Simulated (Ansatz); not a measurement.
Program: Ansatz. Geometries: PBE0-D4/def2-TZVP. ΔE: electronic, gas phase. CBS: MP2 limit from def2 TZ/QZ plus the TZ coupled-cluster correction, frozen cores. One conformer a species, not always the lowest.

`N[SiH](C=O)CO` + `[SiH3]S` → `O=CS[SiH3]` + `N[SiH2]CO`  (substitution at a C–Si bond)

`N[SiH](C=O)CO`:

Cartesian coordinates in Å:
```
N 1.478 0.708 -0.748
Si 0.483 0.014 0.465
C 0.766 -1.885 0.577
O 0.187 -2.545 1.407
C -1.297 0.261 -0.104
O -1.452 1.636 -0.436
H 1.081 1.487 -1.253
H 2.466 0.840 -0.606
H 0.674 0.533 1.848
H 1.441 -2.397 -0.154
H -1.494 -0.386 -0.970
H -1.978 -0.050 0.699
H -2.355 1.786 -0.725
```

`[SiH3]S`:

```xyz
6

Si    0.287    0.142    0.420
S    -1.284    0.276   -1.023
H     0.202   -1.114    1.206
H     0.086    1.310    1.309
H     1.625    0.217   -0.221
H    -0.916   -0.830   -1.691
```

`O=CS[SiH3]`:

Cartesian coordinates in Å:
```
O -1.462 -1.037 0.195
C -1.646 0.146 0.131
S -0.374 1.355 -0.060
Si 1.252 -0.070 -0.102
H -2.649 0.603 0.186
H 1.111 -0.977 -1.262
H 1.318 -0.813 1.175
H 2.449 0.792 -0.262
```

`N[SiH2]CO`:

```xyz
11

N     0.926    0.533    1.143
Si   -0.300    0.839   -0.043
C    -0.716   -0.856   -0.752
O     0.477   -1.586   -0.988
H     1.683    1.191    1.238
H     0.670    0.166    2.046
H     0.331    1.720   -1.058
H    -1.533    1.495    0.486
H    -1.391   -1.404   -0.074
H    -1.248   -0.763   -1.704
H     1.101   -1.334   -0.295
```

```json
{"level": "HF/def2-QZVPP", "ΔE (kJ/mol)": "-8.6"}
{"level": "MP2/CBS(def2)", "ΔE (kJ/mol)": "-32.4"}
```

Task: What does CCSD(T)/CBS give? (Best estimate.)

Result: Ansatz gave: -25.7 kJ/mol. The listed levels differ from it by 17.1, -6.7 kJ/mol.

Largest T1 diagnostic among the species: 0.017.

From PBE to PBE0 (25 % exact exchange), in def2-TZVPP and without D4, ΔE moves by +8.5 kJ/mol. In def2-TZVPP, CCSD(T) changes the Hartree–Fock value by −17.1 kJ/mol (the triples alone add −6.5 kJ/mol) and MP2 by −23.9 kJ/mol.
